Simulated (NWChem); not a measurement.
BI2, doublet; SMILES I[B]I

In the optimisation the excess spin sits in a1 (C2v, its own frame). Not confirmed as a minimum by frequencies. def2 effective core potentials on I; no spin-orbit coupling.

### Question
Give the equilibrium geometry at PBE0/def2-SVP with def2 effective core potentials on I, spin-unrestricted (NWChem) as a Z-matrix, with the point group.

### Answer
point group C2v; any orientation.
```
B
I 1 2.0955
I 1 2.0955 2 128.36
```
